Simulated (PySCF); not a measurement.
# Atomic charges by several schemes

Species: C₅H₄O₂.
Z-matrix (Å and degrees, GFN2-xTB geometry), rows numbered from 1:
```
C 
C   1  1.3099
C   2  1.4616  1  153.32
C   3  1.3270  2   62.12  1   179.90
O   4  1.3402  2  147.21  3  -179.94
C   5  1.3455  4  118.54  2   179.89
O   6  1.1903  5  126.38  4     0.00
H   1  1.0757  2  121.50  3  -179.87
H   1  1.0754  2  121.13  3     0.09
H   3  1.0625  2  149.12  4  -179.78
H   6  1.1009  5  107.87  4  -179.99
```

Density: PBE0/pcSseg-1 (PySCF); schemes: Mulliken, IAO, Hirshfeld and ESP-fitted. One conformer (not necessarily the lowest) at the GFN2-xTB geometry, without solvent, vibrations or thermal averaging.

Problem. Tabulate the Mulliken, IAO, Hirshfeld and ESP-fitted charges.

Solution. In e:

```json
{"atom": "C1", "environment": "terminal =CH2 carbon", "Mulliken": "-0.171", "IAO": "-0.457", "Hirshfeld": "-0.180", "ESP-fitted": "-0.842"}
{"atom": "C2", "environment": "fully substituted alkene carbon", "Mulliken": "-0.077", "IAO": "+0.044", "Hirshfeld": "-0.012", "ESP-fitted": "+0.202"}
{"atom": "C3", "environment": "alkene CH carbon", "Mulliken": "-0.070", "IAO": "-0.164", "Hirshfeld": "-0.034", "ESP-fitted": "-0.288"}
{"atom": "C4", "environment": "vinylic carbon bearing oxygen", "Mulliken": "+0.220", "IAO": "+0.199", "Hirshfeld": "+0.084", "ESP-fitted": "+0.340"}
{"atom": "O5", "environment": "ester single-bonded oxygen", "Mulliken": "-0.398", "IAO": "-0.276", "Hirshfeld": "-0.066", "ESP-fitted": "-0.364"}
{"atom": "C6", "environment": "ester carbonyl carbon", "Mulliken": "+0.430", "IAO": "+0.408", "Hirshfeld": "+0.195", "ESP-fitted": "+0.616"}
{"atom": "O7", "environment": "ester carbonyl oxygen", "Mulliken": "-0.360", "IAO": "-0.400", "Hirshfeld": "-0.223", "ESP-fitted": "-0.477"}
{"atom": "H8", "environment": "vinylic hydrogen", "Mulliken": "+0.114", "IAO": "+0.156", "Hirshfeld": "+0.038", "ESP-fitted": "+0.261"}
{"atom": "H9", "environment": "vinylic hydrogen", "Mulliken": "+0.113", "IAO": "+0.155", "Hirshfeld": "+0.037", "ESP-fitted": "+0.278"}
{"atom": "H10", "environment": "vinylic hydrogen", "Mulliken": "+0.092", "IAO": "+0.191", "Hirshfeld": "+0.086", "ESP-fitted": "+0.232"}
{"atom": "H11", "environment": "formyl hydrogen", "Mulliken": "+0.107", "IAO": "+0.143", "Hirshfeld": "+0.075", "ESP-fitted": "+0.043"}
```

Mean size of the charges over all atoms: ESP-fitted 0.358 e, IAO 0.236 e, Mulliken 0.196 e, Hirshfeld 0.094 e. Each set sums to the total charge, 0, to within 0.001 e. The Mulliken scheme gives each basis function's population to the atom it is centred on and halves the overlap population of two atoms between them. The ESP scheme fits charges at the nuclei, held to the total charge, to the electrostatic potential on points at 1.4 to 2.0 times the van der Waals radii.

Lowest charge. The schemes don't all agree: Mulliken O5 (-0.398); IAO C1 (-0.457); Hirshfeld O7 (-0.223); ESP-fitted C1 (-0.842).

Highest charge. All schemes agree: Mulliken C6 (+0.430); IAO C6 (+0.408); Hirshfeld C6 (+0.195); ESP-fitted C6 (+0.616).

Problem. How closely do the schemes follow one another over all atoms?

Solution. Correlation coefficient and root-mean-square difference: IAO with ESP-fitted 0.97, 0.166 e; IAO with Hirshfeld 0.97, 0.158 e; Hirshfeld with ESP-fitted 0.91, 0.312 e; Mulliken with IAO 0.91, 0.112 e; Mulliken with Hirshfeld 0.89, 0.142 e; Mulliken with ESP-fitted 0.83, 0.254 e.

Problem. How many electrons does the IAO scheme count on C2?

Solution. Z − q = 6 − (+0.044) = 5.956.

Problem. Sum the charges by element.

Solution. 
```json
{"element": "C", "atoms": "5", "Mulliken": "+0.332", "IAO": "+0.031", "Hirshfeld": "+0.053", "ESP-fitted": "+0.028"}
{"element": "O", "atoms": "2", "Mulliken": "-0.758", "IAO": "-0.675", "Hirshfeld": "-0.288", "ESP-fitted": "-0.842"}
{"element": "H", "atoms": "4", "Mulliken": "+0.427", "IAO": "+0.645", "Hirshfeld": "+0.236", "ESP-fitted": "+0.814"}
```

The run behind these numbers computed NMR shieldings as well. The run took 13 s wall on one thread of an Arm Neoverse V2, shared host.
